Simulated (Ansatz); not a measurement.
V(NH)(OH)3 (VNO₃H₄), relaxed as a singlet with RKS PBE0-D4/def2-SVP in Ansatz, starting from the GFN2-xTB geometry. Force threshold 0.02 eV/Å.

The restricted singlet is unstable towards broken spin symmetry in Hartree–Fock (as tested in another run); at PBE0-D4/def2-SVP this wasn't settled.

Start:

```xyz
9

V     0.082   -0.186    0.040
N    -0.544    1.250   -0.262
H    -0.932    2.166   -0.464
O     1.644   -0.164   -0.497
H     2.397    0.264   -0.905
O    -0.830   -1.296   -0.780
H    -1.561   -1.517   -1.358
O    -0.005   -0.415    1.677
H    -0.252   -0.102    2.548
```

| step | energy (eV) | largest force component (eV/Å) | SCF passes |
| --- | --- | --- | --- |
| 1 | -33363.0514 | 4.046 | 29 |
| 2 | -33363.4636 | 2.308 | 36 |
| 3 | -33363.6226 | 0.665 | 35 |
| 4 | -33363.8453 | 0.378 | 40 |
| 5 | -33363.8689 | 0.172 | 35 |
| 6 | -33363.8707 | 0.043 | 36 |
| 7 | -33363.8709 | 0.029 | 28 |
| 8 | -33363.8709 | 0.016 | 22 |

Force components are those of the run's own axes.

End:

Cartesian coordinates in Å:
```
V 0.112 -0.260 0.056
N -0.506 1.180 -0.255
H -0.900 2.098 -0.453
O 1.781 -0.293 -0.494
H 2.208 0.463 -0.910
O -0.828 -1.477 -0.795
H -1.585 -1.259 -1.348
O 0.041 -0.546 1.789
H -0.321 0.094 2.409
```

By distances, no bond broke or formed. The bond that changes most is V1–O4, from 1.65 to 1.76 Å (atoms count from 1).

No frequencies were taken in this run, so the end may be a saddle point.

Run time 15 s (4 threads of Arm Neoverse V2 on a shared host).
